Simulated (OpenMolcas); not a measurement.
## W2+: effect of the basis set

```json
{"Program": "OpenMolcas 26.06", "Method": "MS-RASPT2, IPEA 0.25 Eh, imaginary shift 0.1 Eh (closed shells correlated: 5s)", "Active space": "10 electrons in 8 orbitals (RAS1 5p, at most 2 holes; RAS2 5d)", "State averaging": "2S+1 = 5 even, 5 roots; 2S+1 = 3 even, 45 roots; 2S+1 = 1 even, 50 roots", "Spin-orbit coupling": "state interaction with AMFI integrals over the reference wave functions, term energies averaged over their components"}
```

A. ANO-R2 [8s6p5d3f2g], X2C, finite nucleus; CASPT2 step roughly 80 core-seconds
B. ANO-RCC-VTZP [8s7p5d3f2g1h], DKH2, point nucleus; CASPT2 step roughly 110 core-seconds
C. ANO-RCC-VQZP [9s8p6d4f3g2h], DKH2, point nucleus; CASPT2 step about 4 core-minutes

Energies in eV above 5d⁴ ⁵D₀, the measured ground level; measured values from NIST levels as listed in McCann et al., Mon. Not. R. Astron. Soc. 538, 537 (2025).

```csv
Level,A,B,C,Measured
5d⁴ ⁵D₀ [68 %],0.0000,0.0000,0.0000,0.0000
5d⁴ ⁵D₁,0.301,0.284,0.307,0.2797
5d⁴ ⁵D₂,0.595,0.568,0.603,0.5531
5d⁴ ⁵D₃,0.841,0.811,0.848,0.7783
5d⁴ ⁵D₄,1.036,1.009,1.038,0.9530
5d⁴ ³P₀(1) [59 %],1.514,1.521,1.505,1.2280
5d⁴ ³H₄ [59 %],1.866,1.894,1.841,1.6987
5d⁴ ³P₁(1),2.010,2.022,1.998,1.5970
5d⁴ ³F₂(1) [70 %],2.177,2.207,2.150,
5d⁴ ³G₃ [55 %],2.194,2.221,2.167,
5d⁴ ³H₅,2.268,2.293,2.243,
5d⁴ ³H₆,2.458,2.485,2.429,
5d⁴ ³P₂(1) [70 %],2.572,2.592,2.556,
5d⁴ ³F₃(1) [56 %],2.889,2.915,2.864,
5d⁴ ³D₃ [67 %],3.103,3.134,3.079,
5d⁴ ³G₅,3.225,3.243,3.201,
5d⁴ ³D₁,3.434,3.457,3.415,
5d⁴ ¹I₆,3.438,3.476,3.397,
5d⁴ ¹G₄(1) [54 %],3.894,3.919,3.869,
5d⁴ ¹S₀(1),3.924,3.948,3.911,
5d⁴ ¹F₃ [71 %],4.123,4.185,4.091,
5d⁴ ³P₂(2),4.608,4.675,4.576,
5d⁴ ³F₄(2) [70 %],4.859,4.906,4.816,
5d⁴ ³F₂(2),5.002,5.061,4.964,
```

Deviations, from unrounded energies. A percentage is the sum of absolute deviations over the sum of measured energies, with the sign that they share, or ± where signs differ.

| Against measurement | Levels | A | B | C |
| --- | --- | --- | --- | --- |
| mean absolute deviation (cm-1) | 7 | 1200 | 1200 | 1200 |
| fine structure of the ground term (%) | 4 | +8.2 | +4.2 | +9.0 |
| other terms of the ground configuration (%) | 3 | +19.1 | +20.2 | +18.1 |

B, C lie about equally close to measurement and A furthest from it. The largest miss of B in the table is 5d⁴ ³P₁(1), by +3400 cm-1. The ranking rests on the paired levels alone, and a cruder setting can come out closer through cancelling errors.

The two smallest mean deviations differ by little beside CASPT2's spread within terms, so their order carries little weight.

Among A to C the level of the table that moves most is 5d⁴ ³P₂(2), by 800 cm-1 (lowest in C, highest in B). Moves below CASPT2's spread within the term are not significant.

Term energies are means over components that CASPT2 splits; among the terms shown or strongly mixed into the levels shown the widest spread is 1300 cm-1 (5d⁴ ¹I, C). Over all roots computed the reference weight is 0.90 to 0.96 in A, 0.90 to 0.96 in B, 0.90 to 0.95 in C; the roots of lowest weight are the least certain, and an intruder state may touch them. Active for correlation alone: 5p; no level in the range computed is led by a configuration that opens it, so any true level of that kind is missing. Some terms miss by over 15 % even with CASPT2, which points to a basis or an active space too small for the shells correlated. The CASPT2 spread within a term exceeds the gap to the next term for 5d⁴ ¹I and 5d⁴ ³D, 5d⁴ ¹D(1) and 5d⁴ ¹G(1), so the order of their levels is uncertain (figures for A; the like holds for B, C). Some levels mix across a computed gap that differs much from the measured one, so their mixing is not that of the real levels (holds for B). Computed and measured levels are paired by configuration, term and J; levels that our copy of the source lacks, or whose pairing is in doubt (as where it misses far off the trend of its configuration), stay unpaired and out of the deviations. Only configurations of the active space appear. Levels that lie high or do not pair safely by name in every column are left out.

A share in square brackets marks a mixed level and gives the weight of the term that names it, the lowest over the columns. A number in round brackets counts repeated terms of one configuration in the order of the reference energies.
